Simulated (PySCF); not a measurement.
C₃H₄BNO₂, SMILES N#CCB(O)C=O. Coordinates come from a PBE-D3(BJ)/def2-SVP optimisation. This is a generated structure with no PubChem entry under its InChIKey; it may be hypothetical. One conformer was computed; it need not be the lowest.

Task: Give the equilibrium geometry at PBE-D3(BJ)/def2-SVP (PySCF confirms it by a frequency run) as Cartesian coordinates in Å, and its point group. (The exact figures need the calculation; the answer reports its results.)

Result: One answer among several that fit: point group Cs.
```xyz
11

N      0.9166    -2.7875     0.0000
C      0.0242    -2.0280     0.0000
C     -1.0397    -1.0328     0.0000
B     -0.5181     0.4681     0.0000
O     -1.3933     1.4912     0.0000
C      1.0280     0.9731     0.0000
O      1.1954     2.1916     0.0000
H     -1.6985    -1.1817    -0.8847
H     -1.6985    -1.1817     0.8847
H     -0.8393     2.3176     0.0000
H      1.9189     0.2814     0.0000
```
Charge 0, spin multiplicity 1.
